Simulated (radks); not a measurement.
Results of a calculation; reference values are marked as such.
These are the eigenvalues of the occupied orbitals of an atom or ion with whole-number occupations (hartree). Level of theory: scalar-relativistic Kohn-Sham, r2SCAN, spin-polarised, spherical densities, finite nucleus; meta-GGA in the generalised Kohn-Sham scheme; Fermi nuclear charge, rms radius of each element as measured or else 0.836 A^(1/3) + 0.57 fm (a radial shooting solver on a logarithmic mesh with Libxc functionals).

| orbital | eigenvalue |
|---|---|
| 1s up | -1780.415 |
| 1s down | -1780.415 |
| 2s down | -293.4631 |
| 2s up | -293.4622 |
| 2p down | -261.3870 |
| 2p up | -261.3868 |
| 3s up | -65.20656 |
| 3s down | -65.09940 |
| 3p up | -55.17064 |
| 3p down | -55.06333 |
| 3d up | -41.74348 |
| 3d down | -41.65993 |
| 4s up | -13.50701 |
| 4s down | -13.23928 |
| 4p up | -10.19188 |
| 4p down | -9.92154 |
| 4d up | -5.55579 |
| 4d down | -5.28162 |
| 5s up | -2.17326 |
| 5s down | -2.03287 |
| 5p up | -1.37062 |
| 5p down | -1.27069 |
| 4f up | -0.59391 |
| 7f up | -0.04648 |

Which element is it, and in what charge state? The configuration may be excited. Open shells, if any, are filled with parallel spins first.

Answer. Z = 63, europium, charge +1: Eu+ in [Xe] 4f7 7f1. The list shows which subshells hold electrons but not how many an open one holds; the 1s level, -1780.4 hartree, gives Z - s = 59.7 by -(Z - s)^2/2, which with screening and relativity narrows Z to a few neighbours, and the depths of the outer levels then fix element, charge and occupations together.
